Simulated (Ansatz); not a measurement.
Reaction (ligand exchange at the Se–P bond): `C[Se]P` + `[AsH3]` → `C[Se][AsH2]` + PH₃

Calculated with Ansatz (gas phase, PBE0-D4/def2-TZVP geometries, no zero-point term in ΔE). CCSD(T)/CBS adds triple-zeta CCSD(T) − MP2 to the extrapolated MP2 energy (def2 sets, frozen cores). This one scheme is used for every species. DFT in def2-TZVPP. B3LYP here is the variant with VWN-RPA as its local correlation; programs differ in this. For As, Se outer-core shells are correlated without core-valence functions, which leaves a few kJ/mol of doubt a bond. Scalar relativity is left out up to krypton. Each species was taken in one conformer, which may not be the lowest.

| level | ΔE (kcal/mol) | difference from CCSD(T)/CBS |
| --- | --- | --- |
| LDA (SPW92) | -2.4 | 0.8 |
| B2PLYP | -3.7 | -0.5 |
| BLYP | -3.8 | -0.6 |
| r2SCAN | -3.1 | 0.1 |
| B3LYP | -3.8 | -0.6 |
| LC-ωPBE | -2.7 | 0.5 |
| MP2/def2-SVP | -4.4 | -1.2 |
| HF/CBS(def2) | -4.0 | -0.8 |
| MP2/CBS(def2) | -3.2 | 0.0 |
| CCSD/CBS(def2) | -3.3 | -0.1 |
| CCSD(T)/CBS | -3.2 | 0 |

Q: What do rigid-rotor, harmonic-oscillator terms from PBE0-D4/def2-TZVP frequencies (298.15 K, 1 bar) make of the CCSD(T)/CBS value? (An estimate is asked.)

A: Computed: ΔZPE = +0.1 kcal/mol, ΔH = -2.9 kcal/mol, ΔS = 2 J/(mol·K), ΔG = -3.1 kcal/mol.

Largest T1 diagnostic among the species: 0.013.

Leaving LDA and LC-ωPBE aside and taking each functional with its dispersion term where it has one, the values, not all of them listed here, spread over 1.5 kcal/mol, from BHLYP-D4 to B97M-V. LDA lies +0.7 kcal/mol from PBE without D4. At CCSD(T), def2-SVP lies −1.0 kcal/mol from the extrapolated value and def2-TZVPP −0.5 kcal/mol.
